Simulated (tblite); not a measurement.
Compound: C9H8OSi.
Bonds: O1–C2 (double), C2–C3, C3–C4 (aromatic), C4–C5 (aromatic), C5–C6 (aromatic), C6–C7 (aromatic), C7–C8, C8–C9 (triple), C9–Si10, C7–C11 (aromatic), C3–C11 (aromatic). Hydrogens: H12 on C2; H13 on C4; H14 on C5; H15 on C6; H16, H17, H18 on Si10; H19 on C11.

Computed with GFN2-xTB (tblite), gas phase: L-BFGS steps from a force-field or distance-geometry start until the largest atomic force falls under 0.01 eV/Å.

Step 5: E = -790.5051 eV
```
atom  x, y, z in Å  |  force x, y, z in eV/Å
O1      4.4466   -1.1097    0.1510    0.100   0.029   0.016
C2      3.2677   -1.3324    0.0602   -0.093   0.012  -0.024
C3      2.2088   -0.3147    0.1547    0.061   0.057   0.052
C4      2.5563    1.0226    0.3756   -0.036  -0.064  -0.024
C5      1.5716    1.9870    0.4669    0.007   0.012   0.009
C6      0.2389    1.6382    0.3468   -0.142  -0.126  -0.034
C7     -0.1303    0.3042    0.1296   -0.050  -0.011   0.003
C8     -1.5014   -0.0602    0.0073    0.095   0.044   0.013
C9     -2.6671   -0.3726   -0.0974   -0.110  -0.015   0.000
Si10   -4.4607   -0.8380   -0.2544    0.080   0.039  -0.025
C11     0.8681   -0.6665    0.0369   -0.099  -0.053  -0.018
H12     2.9025   -2.3667   -0.1115   -0.084   0.069   0.011
H13     3.5971    1.2894    0.4739    0.036  -0.072  -0.019
H14     1.8447    3.0189    0.6346   -0.029  -0.014   0.001
H15    -0.5301    2.3922    0.4207   -0.034   0.009  -0.004
H16    -4.9185   -1.4789    0.9794    0.096  -0.001   0.060
H17    -4.6303   -1.7630   -1.3768    0.103  -0.015  -0.023
H18    -5.2668    0.3602   -0.5024    0.094   0.066   0.012
H19     0.5932   -1.7007   -0.1260    0.006   0.035  -0.006
```

Step 6: E = -790.5073 eV
```
atom  x, y, z in Å  |  force x, y, z in eV/Å
O1      4.4476   -1.1110    0.1506    0.086   0.053   0.023
C2      3.2678   -1.3302    0.0612   -0.095  -0.004  -0.039
C3      2.2083   -0.3137    0.1549   -0.017  -0.019   0.047
C4      2.5547    1.0210    0.3763    0.005   0.019  -0.028
C5      1.5711    1.9859    0.4658   -0.071  -0.017   0.018
C6      0.2375    1.6355    0.3464   -0.065  -0.030  -0.017
C7     -0.1327    0.3038    0.1301   -0.031  -0.056  -0.011
C8     -1.5032   -0.0603    0.0069    0.110   0.045   0.019
C9     -2.6685   -0.3724   -0.0972   -0.089  -0.010  -0.001
Si10   -4.4595   -0.8375   -0.2548    0.067   0.031  -0.018
C11     0.8661   -0.6655    0.0369   -0.004  -0.037  -0.009
H12     2.9005   -2.3622   -0.1112   -0.091   0.023   0.008
H13     3.5956    1.2859    0.4725    0.055  -0.054  -0.010
H14     1.8432    3.0169    0.6347   -0.023   0.013   0.000
H15    -0.5297    2.3901    0.4203   -0.060   0.033  -0.002
H16    -4.9141   -1.4775    0.9788    0.081  -0.015   0.083
H17    -4.6263   -1.7620   -1.3757    0.094  -0.037  -0.050
H18    -5.2622    0.3606   -0.5015    0.067   0.093   0.004
H19     0.5941   -1.6982   -0.1260   -0.018  -0.031  -0.016
```

**Question.** Estimate the geometry and energy of step 7. (The exact step hangs on the optimiser's Hessian estimate; all steps are aligned on step 6, rigid shifts and turns removed.)

**Answer.** E = -790.5099 eV, largest force 0.114 eV/Å
```
atom  x, y, z in Å  |  force x, y, z in eV/Å
O1      4.4490   -1.1116    0.1506   -0.026   0.051   0.016
C2      3.2674   -1.3277    0.0615   -0.019  -0.010  -0.031
C3      2.2069   -0.3135    0.1559   -0.020  -0.016   0.036
C4      2.5533    1.0202    0.3766    0.000   0.042  -0.029
C5      1.5688    1.9841    0.4649   -0.056   0.001   0.028
C6      0.2352    1.6327    0.3457   -0.039   0.037  -0.002
C7     -0.1358    0.3019    0.1302    0.031  -0.033  -0.013
C8     -1.5045   -0.0599    0.0068    0.029   0.008   0.012
C9     -2.6701   -0.3720   -0.0967    0.014   0.016   0.004
Si10   -4.4570   -0.8365   -0.2555    0.008   0.001   0.000
C11     0.8644   -0.6649    0.0368    0.032  -0.052  -0.002
H12     2.8966   -2.3571   -0.1107   -0.079  -0.021   0.001
H13     3.5951    1.2811    0.4710    0.056  -0.028  -0.002
H14     1.8413    3.0152    0.6347   -0.034   0.005  -0.006
H15    -0.5306    2.3887    0.4198   -0.067   0.031  -0.003
H16    -4.9079   -1.4764    0.9799    0.073  -0.013   0.074
H17    -4.6203   -1.7617   -1.3756    0.084  -0.041  -0.058
H18    -5.2561    0.3631   -0.5006    0.048   0.103  -0.002
H19     0.5945   -1.6966   -0.1263   -0.034  -0.082  -0.024
```

The energy changes by -0.0026 eV. The first-order estimate −F·Δx gives -0.0034 eV and the mean of the old and new forces, exact on a quadratic surface, -0.0026 eV. The step makes an angle of 55° with the force vector and moves no atom by more than 0.007 Å.

What follows is the cost of the whole relaxation. Hardware: one thread, Arm Neoverse V1 (aarch64), shared host with 32 logical CPUs at a one-minute load of 24. Cost: 0.21 s.
